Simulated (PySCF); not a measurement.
## A small calculation by hand: oscillator strength and radiative lifetime

Se(H)(iPr) (C3H8Se), SMILES C(C)(C)[SeH].

Coordinates come from a r2SCAN-D4/def2-SVP optimisation. Other conformers were not sampled.

PySCF with TDDFT-PBE/def2-SVPD puts the first singlet state with f over 0.02 at 5.11 eV (vertical), with the transition dipole (-0.180, 0.496, -0.037) in atomic units.

Find the oscillator strength, the wavelength and the radiative lifetime that this transition would have in vacuum if emission retraced absorption.


|μ|² = 0.2798 au, so |μ| = 1.34 D. ΔE = 5.11/27.211 = 0.1878 hartree. f = (2/3) ΔE |μ|² = 0.035 (the program prints 0.035).
λ = 1239.84/5.11 = 243 nm; ν = 41215 cm⁻¹.
Einstein's coefficient A = 0.6670 ν² f s⁻¹ (ν in cm⁻¹) = 4.0e7 s⁻¹, so τ = 1/A = 25 ns. This state is S2; the lower singlet has f = 0.005. The figure is the radiative limit of this one transition; relaxation, internal conversion, crossing to triplets and a medium change what is measured.
